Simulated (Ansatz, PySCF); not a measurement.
Spin states of F3Ta (SMILES [F][Ta]([F])[F]), each relaxed with B3LYP-D3(BJ)/def2-TZVP.
State 1 (charge 0, multiplicity 1):
```xyz
4

Ta    -0.014     0.017    -0.014
F      1.764    -0.358    -0.346
F     -0.769    -0.444     1.608
F     -1.038     0.853    -1.304
```
State 2 (charge 0, multiplicity 3):
```csv
atom,x (Å),y (Å),z (Å)
Ta,0.0702,-0.0541,0.0928
F,1.8231,-0.3054,-0.5345
F,-0.9686,-0.3998,1.6195
F,-0.9827,0.8262,-1.2338
```

Singlets are restricted, other states unrestricted; no spin–orbit coupling, no relativity up to Kr; see below for the cores. The largest T1 diagnostic is 0.023.

Correlated levels freeze the inner cores; with def2 sets outer-core shells near the valence are correlated too. CBS(a, b) extrapolates the correlation energy as X⁻³ and adds the Hartree–Fock energy of set b.

Programs: Ansatz (Gaussian basis) for Hartree–Fock, density functionals and correlated methods; PySCF for the dispersion terms. Values without a source in brackets are computed. In def2 rows elements past Kr take small-core potentials, without spin–orbit coupling.

```csv
level,energy of the multiplicity-3 state less that of the multiplicity-1 state (kJ/mol)
PBE-D3(BJ)/def2-TZVPP,46.0
r2SCAN/def2-TZVPP,24.7
r2SCAN-D3(BJ)/def2-TZVPP,24.7
r2SCANh/def2-TZVPP,20.9
B3LYP-D3(BJ)/def2-TZVPP,48.6
PBE0-D3(BJ)/def2-TZVPP,31.9
B2PLYP-D4/def2-TZVPP,52.1
CCSD/def2-TZVPP,46.1
"CCSD(T)/CBS(def2-SVP, def2-TZVPP)",[?]
```

Question: Some entries are withheld; supply them.

Answer: 
- CCSD(T)/CBS(def2-SVP, def2-TZVPP), energy of the multiplicity-3 state less that of the multiplicity-1 state (kJ/mol): 55.2

Doubts at one or more of the structures used: a restricted determinant that unrestricted orbitals would lower (B2PLYP-D4/def2-TZVPP, CCSD/def2-TZVPP, CCSD(T)/CBS(def2-SVP, def2-TZVPP)).

Ansatz is a program for electronic structure.
